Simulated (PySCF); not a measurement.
# Gas-phase XPS of `O=S1(=O)C=CC=C1`, computed

C₄H₄O₂S.
Structure used (PBE0-D3(BJ)/def2-SVP), in Å, numbered top down from 1:
```xyz
11
C4H4O2S angstrom
O      2.1008    0.1178    1.2875
S      1.3609   -0.2305    0.0822
O      2.0587   -0.7904   -1.0675
C      0.3246    1.1330   -0.4282
C     -0.9614    0.7986   -0.2847
C     -1.1786   -0.5663    0.2442
C     -0.0527   -1.2421    0.4922
H      0.7750    2.0568   -0.7903
H     -1.7953    1.4590   -0.5303
H     -2.1811   -0.9658    0.4088
H      0.0925   -2.2505    0.8781
```

Level of theory: delta-SCF UKS SCAN, pcX-2 on the ionised atom, pcseg-1 elsewhere, spin-free X2C (PySCF). Vertical ΔSCF values, vacuum level as zero.

List the computed XPS lines with their assignment.

```json
{"atom(s)": "S2", "environment": "sulfonyl sulfur", "level": "S 2p3/2", "binding energy (eV)": "174.11", "2p1/2 (eV)": "175.34", "above the level's lowest (eV)": "0.00", "count": "1"}
{"atom(s)": "C4/C7", "environment": "alkene CH carbon", "level": "C 1s", "binding energy (eV)": "291.28", "2p1/2 (eV)": "–", "above the level's lowest (eV)": "0.00", "count": "2"}
{"atom(s)": "C5/C6", "environment": "alkene CH carbon", "level": "C 1s", "binding energy (eV)": "291.74", "2p1/2 (eV)": "–", "above the level's lowest (eV)": "+0.46", "count": "2"}
{"atom(s)": "O1/O3", "environment": "sulfonyl oxygen", "level": "O 1s", "binding energy (eV)": "537.75", "2p1/2 (eV)": "–", "above the level's lowest (eV)": "0.00", "count": "2"}
{"atom(s)": "S2", "environment": "sulfonyl sulfur", "level": "S 1s", "binding energy (eV)": "2482.96", "2p1/2 (eV)": "–", "above the level's lowest (eV)": "0.00", "count": "1"}
```

The listed C 1s values span 0.46 eV, from C4/C7 (bonded to S, C (double bond) and H) to C5/C6 (bonded to C (double bond), C and H).

Which effective nuclear charge Zeff reproduces each element's mean 1s value in the hydrogen-like formula E = 13.606 eV × Zeff²?

C (Z = 6): mean 291.5 eV, Zeff = 4.63, Z − Zeff = 1.37; O (Z = 8): mean 537.8 eV, Zeff = 6.29, Z − Zeff = 1.71; S (Z = 16): mean 2483.0 eV, Zeff = 13.51, Z − Zeff = 2.49. Means run over the listed sites, weighted by atom count.

The first atom of each set that the bonding makes equivalent was ionised and stands for the set. Spin contamination (⟨S²⟩ against 0.75 for a pure doublet) is marked for C 1s of C5/C6 (0.92), which makes this value less certain. Spin–orbit and ligand-field terms were added within each 2p shell after the spin-free SCF. 2p1/2 minus 2p3/2 (ligand field included): S 1.23 eV. Isolated species at its PBE0-D3(BJ)/def2-SVP geometry, gas phase.
